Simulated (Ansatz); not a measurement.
Ansatz (a program for electronic structure) job for Ge(I)(SiH3) (GeH3ISi), SMILES [SiH3][Ge][I] (connectivity only; charge and spin as stated), neutral, multiplicity 1, PBE/def2-SVPD. Geometry: B3LYP-D3(BJ)/def2-SVP. The def2 effective core potentials stand for the cores of I; spin–orbit coupling is left out.

Ansatz 0.2 input:
```yaml
crystal:
  periodic: [false, false, false]
  atoms:
    - {symbol: Ge, position_ang: [1.00818758, -0.96105471, 0.00000000]}
    - {symbol: I, position_ang: [-0.22032789, 1.31854512, -0.00000000]}
    - {symbol: Si, position_ang: [-1.13151655, -2.25516267, -0.00000000]}
    - {symbol: H, position_ang: [-0.88284948, -3.73168944, -0.00000000]}
    - {symbol: H, position_ang: [-1.93027171, -1.91258687, -1.21627995]}
    - {symbol: H, position_ang: [-1.93027171, -1.91258687, 1.21627996]}
basis:
  gaussian:
    orbitals: def2-SVPD
hamiltonian:
  xc: {name: PBE}
```

Log of the run:

```
WARN ansatz: RAYON_NUM_THREADS=1 ignored (pool sized by the plan → 1); use --threads N
Functional definition: PBE
integrals: 0.07 GiB planned
1210 factors; their error is unknown
mean field: 0.37 GiB planned
mean field evaluation 1: about -72522.0927 eV, gradient 2.2e1 eV
mean field evaluation 2: about -72519.6327 eV, gradient 3.6e1 eV
mean field evaluation 4: about -72523.3629 eV, gradient 3.8e0 eV
mean field evaluation 8: about -72523.4242 eV, gradient 3.4e-2 eV
mean field evaluation 16: about -72523.3987 eV, gradient 2.3e-5 eV
mean field -72523.39865368 eV, -2665.1857423977 hartree, gradient 2.3e-5 eV, S^2 0.000000; 3 other end points of the search recorded, 0 dependent functions left out
reference -72523.39871116 eV, -2665.1857445099 hartree; 37, 37 occupied and 84, 84 virtual orbitals, 1210 factors
Total energy: -72523.39871116 eV, -2665.1857445099 hartree
```

The calculation finished and met its thresholds.

Cost: around 6 core-seconds (rough).
